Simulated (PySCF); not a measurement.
Cd(H)(OH) (CdH2O), SMILES [OH][CdH]. Atoms are numbered in the order given.

```xyz
4

Cd    -0.0036    -0.2845     0.0000
H      0.0014    -1.9252     0.0000
O      0.1127     1.6808     0.0000
H     -0.7311     2.1361     0.0000
```

Geometry optimised at PBE0-D3(BJ)/def2-TZVP. The def2 effective core potentials stand for the cores of Cd; spin–orbit coupling is left out.

Level of theory: PBE0/def2-TZVPD in PySCF.

The molecule is in vacuum.

| Quantity | Value |
|---|---|
| total energy | -244.12684 hartree |
| point group | Cs |
| highest occupied level | -7.88 eV |
| lowest empty level | -0.71 eV |
| orbital gap | 7.17 eV |
| dipole moment | 1.75 D |
| quadrupole, principal values (traceless, Buckingham form, about the centre of nuclear charge) | -9.23, 2.37, 6.85 D·Å |
| mean static polarisability | 36.8 bohr³ (5.45 Å³) |
| polarisability, principal values | 31.2, 31.3, 47.9 bohr³ |
